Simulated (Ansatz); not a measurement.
The cluster Hg₃S₂⁺ (the lowest doublet isomer of a short search). Charge 1, multiplicity 2. Geometry PBE-D4/def2-SVP, basis def2-TZVP, Ansatz.

```
atom   x (Å)   y (Å)   z (Å)
 Hg1   0.481  -1.201   2.779
 Hg2   1.294  -2.135  -0.049
 Hg3  -0.846   2.203  -2.963
  S4  -0.186   0.282  -0.762
  S5  -0.742   0.851   0.995
```

```
run  HOMO (eV)  LUMO (eV)
  A     -10.83      -8.66
  B     -10.31      -9.26
  C     -12.30      -7.26
  D     -10.50      -8.96
  E     -10.48      -9.21
  F     -10.97      -8.76
```

In the def2 sets Hg takes a core potential; there is no spin–orbit coupling. HSE06 is defined as in plane-wave codes, on full-range PBE exchange. The structure comes from a short search, and lower isomers may exist.

HOMO and LUMO are taken over both spins.

The runs used HSE06, PBE, PBE0, r2SCAN, r2SCAN0, ωB97M-V. Estimate which is which.

A PBE0 (25 % exact exchange); B PBE (0 % exact exchange); C ωB97M-V (range-separated); D HSE06 (range-separated); E r2SCAN (0 % exact exchange); F r2SCAN0 (25 % exact exchange). Exact exchange lowers occupied and raises empty levels; among semilocal functionals meta-GGAs tend to open the gap a little, and such runs are hard to tell apart. The gap grows from 1.05 eV (PBE) to 5.04 eV (ωB97M-V).
